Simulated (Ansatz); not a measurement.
System: CN, charge 1, multiplicity 1. This is an excited singlet: at this geometry the triplet lies 1.06 eV lower at wB97M-V/def2-TZVPD. SMILES: [C][N+]
Coordinates optimised at B3LYP-D3(BJ)/def2-TZVP (Ansatz, a program for electronic structure):
```xyz
2

C      0.0000     0.0000    -0.6312
N      0.0000     0.0000     0.5411
```
Charge +1, spin multiplicity 1.

Parts of the frozen-core correlation energy in STO-3G (Ansatz, hartree). Frozen orbitals: 2; correlated occupied orbitals by spin: 4 and 4; virtual: 4 and 4. Spin-orbit coupling is left out. No relativistic terms. The restricted reference is unstable. The program attaches cautions to this run: other roots.

| term | value |
|---|---|
| reference (HF) | -90.48265 |
| MP2 opposite-spin | -0.18917 |
| MP2 same-spin | -0.06290 |
| CCSD correlation | -0.26018 |
| (T) | -0.01994 |
| FCI minus CCSD(T) | 0.00196 |
| T1 diagnostic | 0.068 |
| largest doubles amplitude | 0.385 |
